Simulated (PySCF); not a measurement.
## Dipole response of Li (lithium, neutral)

[He] 2s1, 2S determinant. Computed with PySCF 2.14 in aug-cc-pVQZ with one added diffuse shell each of s, p, d, f, g type (7s6p5d4f3g, 105 functions), with the non-relativistic Hamiltonian (point nucleus). Coupled (time-dependent) response in atomic units; α is the mean over directions.

| method | mean α (bohr³) | C₆ (like pair) | S(−4) |
| --- | --- | --- | --- |
| TPSSh | 144.6 | 1160 | 26950 |

S(−4) is the Cauchy moment in α(ω) = α(0) + S(−4) ω² + …

Reference α: 164.1 bohr³ (recommended; Schwerdtfeger and Nagle, table of static dipole polarizabilities (2023 update)). Published C₆: 1392 (Chu and Dalgarno (2004); Tang, Norbeck and Certain (1976)).

α(iu) at TPSSh:

| u (hartree) | α(iu) (bohr³) |
| --- | --- |
| 0 | 144.6 |
| 0.0500 | 98.82 |
| 0.100 | 51.08 |
| 0.200 | 17.94 |
| 0.300 | 8.878 |
| 0.500 | 3.569 |
| 0.750 | 1.750 |
| 1.00 | 1.074 |
| 1.50 | 0.5570 |
| 2.00 | 0.3546 |
| 3.00 | 0.1864 |
| 5.00 | 0.07829 |

A single London oscillator, α(iu) = α/(1 + u²/ω²), gives C₆ = (3/4) ω α². Matching the computed C₆ needs ω = 4 × 1160 / (3 × 144.6²) = 0.0740 hartree.
